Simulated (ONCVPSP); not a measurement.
Varying the ONCV potential for gadolinium

Base potential:

| Property | Result |
| --- | --- |
| Element | Gd |
| Generator | ONCVPSP 4.0.1 |
| Type | optimised norm-conserving Vanderbilt (ONCV) |
| Functional | LDA (Perdew-Wang 92) |
| Relativity | scalar-relativistic |
| Frozen core | [Kr] 4d10 4f7 |
| Valence charge | 11 |
| Reference configuration | 5s2 5p6 5d1 6s1.75 (charge +0.25) |
| Partial waves | 5s+6s: rc 2.15 bohr, ncon 5, nbas 9, qcut 5.8 1/bohr, 3 projectors, debl 1.8 Ha; 5p: rc 1.80 bohr, ncon 3, nbas 8, qcut 4.3 1/bohr, 2 projectors, debl 1.6 Ha; 5d: rc 2.15 bohr, ncon 5, nbas 9, qcut 4.4 1/bohr, 2 projectors, debl 3.2 Ha |
| Local potential | polynomial inside 1.45 bohr (lpopt 5, dvloc0 0 Ha) |
| Core correction | none |

All-electron outer shells of the reference configuration (LDA (PZ), scalar-relativistic, ld1.x):

| shell | level (eV) | outermost node (bohr) | outermost maximum (bohr) |
| --- | --- | --- | --- |
| 5s | -51.35 | 0.65 | 1.20 |
| 5p | -28.85 | 0.70 | 1.35 |
| 4f | -10.39 | – | 0.56 |
| 6s | -5.53 | 1.60 | 3.29 |
| 5d | -4.08 | 0.79 | 1.97 |

Cutoffs, loose and tight: the cutoffs (Ha) at which the residual kinetic energy of the hardest occupied pseudo-wave falls to 1 and 0.1 mHa per electron. They do not see the model core or the augmentation charge, which bear on the density cutoff. Test errors are all-electron minus pseudo excitation energies from the reference, over the configurations 5s2 5p6 5d1 6s2; 5s2 5p6 5d1 6s1; 5s2 5p6 5d1 6s0; 5s2 5p6 5d1 6s0 6p2. A dash means not determined; rows that change the core or the reference have their own tests.

```tsv
change	outcome	cutoff, loose	cutoff, tight	bound ghosts	GHOST(+) flags above zero	largest test error (meV)
base	generated	13 Ha	63 Ha	none	s	+5.2
core correction Teter function, fcfact 3.25, rcfact 1.15	generated	13 Ha	63 Ha	none	s	+4.5
```

(1) What comes out with this change to the base: p: rc 1.86?

(2) What comes out with this change to the base: d: rc 1.42; local potential polynomial inside 1.42 bohr (lpopt 5, dvloc0 0 Ha)?

(3) What comes out with this change to the base: all radii scaled by about 0.77 (s 1.66, p 1.40, d 1.66 bohr); local potential polynomial inside 1.12 bohr (lpopt 5, dvloc0 0 Ha)?

Results:

(1) outcome: generated; cutoff, loose: 13 Ha; cutoff, tight: 44 Ha; bound ghosts: none; GHOST(+) flags above zero: s; largest test error (meV): +5.3.

(2) outcome: failed: ERROR pspot: first pseudo wave function has node, program will stop. Cause: the optimised pseudo-wave of the first projector has a node, so the radial equation cannot be inverted for a potential.

(3) outcome: generated; cutoff, loose: 99 Ha; cutoff, tight: 154 Ha; bound ghosts: none; GHOST(+) flags above zero: s, p; largest test error (meV): +6.3.
